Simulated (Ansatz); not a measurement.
Basis-set extrapolation for CH5ClOSi2 (`O=C[SiH]([SiH3])Cl`) (PBE0-D4/def2-TZVP geometry, frozen core, Ansatz). Multiplicity 1, RHF reference.

|  | def2-TZVPP | def2-QZVPP |
| --- | --- | --- |
| HF | -1153.114976 | -1153.150805 |
| MP2 correlation | -0.815437 | -0.882625 |
| CCSD(T) correlation | -0.909741 | not run |

Energies in hartree. Use E(X) = E(∞) + A·exp(−7.88·√X) for Hartree–Fock and E(X) = E(∞) + B·X^(−2.97) for correlation, with X = 3 and 4, and add CCSD(T) minus MP2 of the smaller set to the MP2 limit.

Question: What is the CCSD(T) energy at the basis-set limit?

Answer: HF limit: -1153.150805 + (-0.035829) × 0.13774 = -1153.15574. MP2 limit: -0.882625 + (-0.067188) × 0.74074 = -0.93239. Higher-order term: -0.909741 − (-0.815437) = -0.09430. Total: -1154.18243 hartree, 414.1 kJ/mol below CCSD(T)/def2-TZVPP.
